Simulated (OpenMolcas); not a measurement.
Fe2+ with 6 ligands (fluoride) in octahedral coordination (Oh). A charge of +0.667 e stands 2.6 Å behind each ligand. Ligand basis ANO-RCC-VDZP.

```
Program             : OpenMolcas
Method              : SS-CASPT2, IPEA 0.25 Eh, imaginary shift 0.1 Eh (closed shells correlated: 3s 3p and the ligand valence shells)
Basis               : ANO-RCC-VTZP [6s5p3d2f1g]
Scalar Hamiltonian  : DKH2, point nucleus
Active space        : 6 electrons in 5 orbitals (3d)
State averaging     : 2S+1 = 5 even, 5 roots; 2S+1 = 3 even, 45 roots; 2S+1 = 1 even, 50 roots
Spin-orbit coupling : state interaction with AMFI integrals over the reference wave functions
```

All ligands move together. At R = 1.98 Å the first state of the same spin is 10180 cm-1, and at R = 2.14 Å it is 6610 cm-1.

A third run gives 7560 cm-1. What distance was it run at?

With a power law R^-n the two known points give n = -ln(6610 / 10180) / ln(2.14 / 1.98) = 5.56. Then R = 1.98 × (10180 / 7560)^(1/5.56) = 2.089 Å. The run was at 2.09 Å, so the estimate is off by -0.001 Å.

Roots that are degenerate in the reference are averaged as groups; the widest CASPT2 spread within a group is 510 cm-1 (the 3-fold group of multiplicity 1 near 25100 cm-1 above the lowest state of its run, R = 2.14). Shifts and gaps below about the spread of the groups concerned are not significant. Over all roots computed the reference weight is 0.70 to 0.71 in R = 1.98, 0.70 to 0.71 in R = 2.09, 0.70 to 0.71 in R = 2.14; a low but even weight reflects the number of correlated electrons. An orbital triplet at a regular site is open to Jahn-Teller coupling, which can distort the site and quench the lowest spin-orbit gaps and is left out. A single d shell leaves out the double-shell effect, which counts most for late 3d ions, where the CASPT2 field can be off either way by tens of per cent. Ligand-to-metal charge-transfer states are missing. These CASPT2 states fit no ligand-field parameters well, so their order and spin gaps are uncertain. For late 3d ions with one d shell CASPT2 can put B and the spin-flip bands somewhat low as well as high. With one d shell and no ligand orbital active, 10Dq can be off by tens of per cent for divalent 3d ions, low with halides held by bare charges and at times high in hosts. Free-ion shares, where given, are those of the reference states; single-state CASPT2 does not remix them. No measured value stands beside these numbers; the geometry was imposed, not optimised, and the real ion may take another.
